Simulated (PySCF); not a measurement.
BFGeH₄O, SMILES F[B]([GeH3])O. Geometry: PBE0-D3(BJ)/def2-SVP. This is a generated structure with no PubChem entry under its InChIKey; it may be hypothetical. One conformer was computed; it need not be the lowest.

### Question
Give the equilibrium geometry at PBE0-D3(BJ)/def2-SVP (PySCF confirms it by a frequency run) as Cartesian coordinates in Å, and its point group. (Estimate from the structure and the level; the computed values follow.)

### Answer
One answer among several that fit: point group Cs.
```xyz
8

B     -0.0082     1.0510     0.0000
F     -1.1716     1.7098     0.0000
Ge     0.0156    -1.0214     0.0000
H     -0.7169    -1.5701     1.2402
H     -0.7169    -1.5701    -1.2402
H      1.4508    -1.5749     0.0000
O      1.1359     1.7555     0.0000
H      0.9823     2.7107     0.0000
```
